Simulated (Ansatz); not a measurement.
Ansatz (a quantum-chemistry and plane-wave program) input (B3LYP-D3(BJ)/def2-TZVP):

Ansatz 0.2 input:
```yaml
crystal:
  periodic: [false, false, false]
  atoms:
    - {symbol: Al, position_ang: [-0.00000000, -0.00000000, -1.32719352]}
    - {symbol: Cl, position_ang: [0.00000000, 0.00000000, 1.01491269]}
basis:
  gaussian:
    orbitals: def2-TZVP
hamiltonian:
  xc: b3lyp
  dispersion: d3bj
total_charge: -1
magnetization: {spin_polarized: true, initial_magnetization: 1}
phonons: {temperatures: {t_min: 298.15, t_max: 298.15, t_step: 100}}
```

Output:

```
Functional definition: B3LYP
integrals: 0.01 GiB planned
522 factors; their error is unknown
mean field: 0.22 GiB planned
mean field evaluation 1: about -19119.8137 eV, gradient 2.0e1 eV
mean field evaluation 2: about -19119.0555 eV, gradient 2.7e1 eV
mean field evaluation 4: about -19122.4780 eV, gradient 4.3e-1 eV
mean field evaluation 8: about -19122.5167 eV, gradient 1.3e-2 eV
mean field evaluation 16: about -19122.4243 eV, gradient 2.2e0 eV
mean field -19122.51668993 eV, -702.7395266477 hartree, gradient 5.4e-5 eV, S^2 0.756031; 1 other end points of the search recorded, 0 dependent functions left out
the calculation of the forces begins
reference -19122.51685518 eV, -702.7395327206 hartree; 16, 15 occupied and 58, 59 virtual orbitals, 522 factors
these checks for a lower state are left out or cut short: stability, starts, cluster_reference, orbital_swaps, neighbouring_geometries, increment
integrals: 0.01 GiB planned
522 factors; their error is unknown
mean field: 0.22 GiB planned
mean field evaluation 32: about -19122.5167 eV, gradient 1.8e-6 eV
mean field -19122.51668994 eV, -702.7395266481 hartree, gradient 1.8e-6 eV, S^2 0.756031; 0 other end points of the search recorded, 0 dependent functions left out
the calculation of the forces begins
reference -19122.51685519 eV, -702.7395327209 hartree; 16, 15 occupied and 58, 59 virtual orbitals, 522 factors
these checks for a lower state are left out or cut short: stability, starts, cluster_reference, orbital_swaps, neighbouring_geometries, increment
integrals: 0.01 GiB planned
522 factors; their error is unknown
mean field: 0.22 GiB planned
mean field -19122.51668994 eV, -702.7395266481 hartree, gradient 1.8e-6 eV, S^2 0.756031; 0 other end points of the search recorded, 0 dependent functions left out
the calculation of the forces begins
reference -19122.51685519 eV, -702.7395327209 hartree; 16, 15 occupied and 58, 59 virtual orbitals, 522 factors
these checks for a lower state are left out or cut short: stability, starts, cluster_reference, orbital_swaps, neighbouring_geometries, increment
integrals: 0.01 GiB planned
522 factors; their error is unknown
mean field: 0.22 GiB planned
mean field -19122.51668994 eV, -702.7395266481 hartree, gradient 5.1e-7 eV, S^2 0.756031; 0 other end points of the search recorded, 0 dependent functions left out
the calculation of the forces begins
reference -19122.51685519 eV, -702.7395327209 hartree; 16, 15 occupied and 58, 59 virtual orbitals, 522 factors
these checks for a lower state are left out or cut short: stability, starts, cluster_reference, orbital_swaps, neighbouring_geometries, increment
integrals: 0.01 GiB planned
522 factors; their error is unknown
mean field: 0.22 GiB planned
mean field -19122.51668994 eV, -702.7395266481 hartree, gradient 5.1e-7 eV, S^2 0.756031; 0 other end points of the search recorded, 0 dependent functions left out
the calculation of the forces begins
reference -19122.51685519 eV, -702.7395327209 hartree; 16, 15 occupied and 58, 59 virtual orbitals, 522 factors
these checks for a lower state are left out or cut short: stability, starts, cluster_reference, orbital_swaps, neighbouring_geometries, increment
integrals: 0.01 GiB planned
522 factors; their error is unknown
mean field: 0.22 GiB planned
mean field -19122.51665587 eV, -702.7395253960 hartree, gradient 1.4e-6 eV, S^2 0.756035; 0 other end points of the search recorded, 0 dependent functions left out
the calculation of the forces begins
reference -19122.51682113 eV, -702.7395314691 hartree; 16, 15 occupied and 58, 59 virtual orbitals, 522 factors
these checks for a lower state are left out or cut short: stability, starts, cluster_reference, orbital_swaps, neighbouring_geometries, increment
integrals: 0.01 GiB planned
522 factors; their error is unknown
mean field: 0.22 GiB planned
mean field evaluation 64: about -19122.5167 eV, gradient 3.7e-5 eV
mean field -19122.51669020 eV, -702.7395266576 hartree, gradient 2.0e-6 eV, S^2 0.756028; 0 other end points of the search recorded, 0 dependent functions left out
the calculation of the forces begins
reference -19122.51685545 eV, -702.7395327302 hartree; 16, 15 occupied and 58, 59 virtual orbitals, 522 factors
these checks for a lower state are left out or cut short: stability, starts, cluster_reference, orbital_swaps, neighbouring_geometries, increment
integrals: 0.01 GiB planned
522 factors; their error is unknown
mean field: 0.22 GiB planned
mean field -19122.51668994 eV, -702.7395266481 hartree, gradient 1.8e-6 eV, S^2 0.756031; 0 other end points of the search recorded, 0 dependent functions left out
the calculation of the forces begins
reference -19122.51685519 eV, -702.7395327209 hartree; 16, 15 occupied and 58, 59 virtual orbitals, 522 factors
these checks for a lower state are left out or cut short: stability, starts, cluster_reference, orbital_swaps, neighbouring_geometries, increment
integrals: 0.01 GiB planned
522 factors; their error is unknown
mean field: 0.22 GiB planned
mean field -19122.51668994 eV, -702.7395266481 hartree, gradient 1.8e-6 eV, S^2 0.756031; 0 other end points of the search recorded, 0 dependent functions left out
the calculation of the forces begins
reference -19122.51685519 eV, -702.7395327209 hartree; 16, 15 occupied and 58, 59 virtual orbitals, 522 factors
these checks for a lower state are left out or cut short: stability, starts, cluster_reference, orbital_swaps, neighbouring_geometries, increment
integrals: 0.01 GiB planned
522 factors; their error is unknown
mean field: 0.22 GiB planned
mean field -19122.51668994 eV, -702.7395266481 hartree, gradient 5.1e-7 eV, S^2 0.756031; 0 other end points of the search recorded, 0 dependent functions left out
the calculation of the forces begins
reference -19122.51685519 eV, -702.7395327209 hartree; 16, 15 occupied and 58, 59 virtual orbitals, 522 factors
these checks for a lower state are left out or cut short: stability, starts, cluster_reference, orbital_swaps, neighbouring_geometries, increment
integrals: 0.01 GiB planned
522 factors; their error is unknown
mean field: 0.22 GiB planned
mean field -19122.51668994 eV, -702.7395266481 hartree, gradient 5.1e-7 eV, S^2 0.756031; 0 other end points of the search recorded, 0 dependent functions left out
the calculation of the forces begins
reference -19122.51685519 eV, -702.7395327209 hartree; 16, 15 occupied and 58, 59 virtual orbitals, 522 factors
these checks for a lower state are left out or cut short: stability, starts, cluster_reference, orbital_swaps, neighbouring_geometries, increment
integrals: 0.01 GiB planned
522 factors; their error is unknown
mean field: 0.22 GiB planned
mean field evaluation 96: about -19122.4798 eV, gradient 6.3e-2 eV
mean field -19122.51669020 eV, -702.7395266576 hartree, gradient 2.0e-6 eV, S^2 0.756028; 0 other end points of the search recorded, 0 dependent functions left out
the calculation of the forces begins
reference -19122.51685545 eV, -702.7395327302 hartree; 16, 15 occupied and 58, 59 virtual orbitals, 522 factors
these checks for a lower state are left out or cut short: stability, starts, cluster_reference, orbital_swaps, neighbouring_geometries, increment
integrals: 0.01 GiB planned
522 factors; their error is unknown
mean field: 0.22 GiB planned
mean field -19122.51665587 eV, -702.7395253960 hartree, gradient 1.4e-6 eV, S^2 0.756035; 0 other end points of the search recorded, 0 dependent functions left out
the calculation of the forces begins
reference -19122.51682113 eV, -702.7395314691 hartree; 16, 15 occupied and 58, 59 virtual orbitals, 522 factors
Total energy: -19122.59619693 eV, -702.7424484761 hartree
Atom 0 at    -0.000000    -0.000000    -1.327194 Å, force    -0.000000    -0.000000    -0.003201 eV/Å
Atom 1 at     0.000000     0.000000     1.014913 Å, force     0.000000     0.000000     0.003201 eV/Å
Dipole moment:    -0.000000    -0.000000     0.549589 e Å
Vibrations: 309.97 cm⁻¹, zero-point energy 0.019216 eV
```
